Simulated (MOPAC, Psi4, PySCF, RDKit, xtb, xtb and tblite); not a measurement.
Two geometries of C₄H₁₁BO₂, SMILES CCCCB(O)O, relaxed at GFN2-xTB with one dihedral held; other torsions can differ between them too.

Structure A

```
18

C      1.0331    -0.0254     2.4195
C      0.5848    -0.6626     1.1089
C     -0.1674     0.2790     0.1451
C      0.0433     1.7809     0.3823
B      1.5476     2.3125     0.2254
O      1.8774     3.4815     0.8160
O      2.5122     1.6753    -0.4942
H      1.5465    -0.7668     3.0286
H      0.1803     0.3453     2.9835
H      1.7133     0.8013     2.2373
H     -0.0505    -1.5227     1.3282
H      1.4791    -1.0488     0.6106
H     -1.2391     0.0816     0.2377
H      0.1057     0.0304    -0.8840
H     -0.3463     2.0571     1.3603
H     -0.5766     2.3157    -0.3429
H      2.7819     3.7553     0.6569
H      2.2532     0.8442    -0.8877
```

Structure B

```
18

C      1.1036     0.0930     2.3630
C      0.6090    -0.6428     1.1233
C     -0.1901     0.2379     0.1534
C      0.3710     1.6557    -0.0255
B      1.8984     1.7195    -0.5094
O      2.7035     2.6707     0.0086
O      2.4320     0.8785    -1.4388
H      1.5973    -0.6050     3.0360
H      0.2724     0.5503     2.8959
H      1.8130     0.8686     2.0910
H     -0.0142    -1.4887     1.4219
H      1.4817    -1.0471     0.6024
H     -1.2155     0.3235     0.5250
H     -0.2445    -0.2669    -0.8155
H      0.2501     2.2151     0.8999
H     -0.2489     2.1654    -0.7689
H      3.5937     2.6632    -0.3464
H      1.8424     0.2097    -1.7819
```

Question: Which is lower in energy at the level B3LYP-D3(BJ)/def2-SVP // GFN2-xTB (Psi4), and by how much?

Answer: B is lower, by 10.51 kJ/mol (dihedral C1–C2–C3–C4: 20° in A, 40° in B).

E(B) − E(A) in kJ/mol at the other levels, on the same two geometries: GFN2-xTB (xtb and tblite) -7.79; B3LYP/def2-SVP // GFN2-xTB (Psi4) -10.96; PBE/def2-SVP // GFN2-xTB (Psi4) -10.46; PBE-D3(BJ)/def2-SVP // GFN2-xTB (Psi4) -10.19; UFF // GFN2-xTB (RDKit) -22.36; PM3, restricted, heats of formation // GFN2-xTB (MOPAC) -4.77; AM1, restricted, heats of formation // GFN2-xTB (MOPAC) -5.23; GFN1-xTB // GFN2-xTB (xtb) -6.27; restricted B3LYP/6-31G*, spherical d, density fitting // GFN2-xTB (PySCF) -11.00; restricted M06-2X/6-31G*, spherical d, density fitting // GFN2-xTB (PySCF) -10.24; restricted B3LYP/LANL2DZ // GFN2-xTB (PySCF) -9.08; restricted Hartree-Fock/LANL2DZ // GFN2-xTB (PySCF) -10.64.
